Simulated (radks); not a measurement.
Question: Pd IV, 43 electrons, occupied as [Kr] 4d5.5 5s1.5 (fractional occupations, a model configuration). All-electron calculation, scalar-relativistic Kohn-Sham, PBEsol, spin-unpolarised, spherical densities, finite nucleus; Fermi nuclear charge, rms radius 4.5318 fm. Program: a radial shooting solver on a logarithmic mesh with Libxc functionals. Some entries of the table are withheld. Estimate them.

orbital  occ.  eigenvalue (hartree)  r(max) (bohr)
1s          2             -889.4133            (1)
2s          2                   (2)         0.1169
2p          6             -118.1065            (3)
3s          2             -25.22751            (4)
3p          6             -20.82955            (5)
3d         10             -13.84156         0.2821
4s          2              -4.92318         0.8461
4p          6                   (6)         0.9002
4d        5.5              -1.76628          1.038
5s        1.5              -1.23184          2.089

Answer: 
(1) 1s r(max) (bohr): 0.02067
(2) 2s eigenvalue (hartree): -131.4889
(3) 2p r(max) (bohr): 0.09342
(4) 3s r(max) (bohr): 0.3419
(5) 3p r(max) (bohr): 0.3350
(6) 4p eigenvalue (hartree): -3.63728
